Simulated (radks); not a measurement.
Results of a calculation; reference values are marked as such.
Task: Ionisation of Mo+, [Kr] 4d5, to Mo2+, [Kr] 4d4, under several functionals. Scalar-relativistic Kohn-Sham, spin-polarised, spherical densities, finite nucleus; open shells are filled with parallel spins first (spin-orbit coupling, left out, can overturn this in heavy ions); a radial shooting solver on a logarithmic mesh with Libxc functionals. The NIST Atomic Spectra Database gives 16.2 eV (semi-empirical). Rank these functionals by the error of their Delta-SCF ionisation energy: PBE; PBEsol; XLYP; LDA (Slater exchange, Perdew-Wang correlation); LDA (Slater exchange, VWN5 correlation); SCAN; SOGGA; B86b exchange with PBE correlation.

Result: From best to worst: XLYP 16.269 eV (+0.109); SOGGA 16.458 eV (+0.298); PBEsol 16.529 eV (+0.369); PBE 16.538 eV (+0.378); B86b exchange with PBE correlation 16.557 eV (+0.397); LDA (Slater exchange, Perdew-Wang correlation) 16.643 eV (+0.483); LDA (Slater exchange, VWN5 correlation) 16.650 eV (+0.490); SCAN 16.680 eV (+0.520). Open shells are spherical and high-spin; term and fine-structure splittings are not resolved.
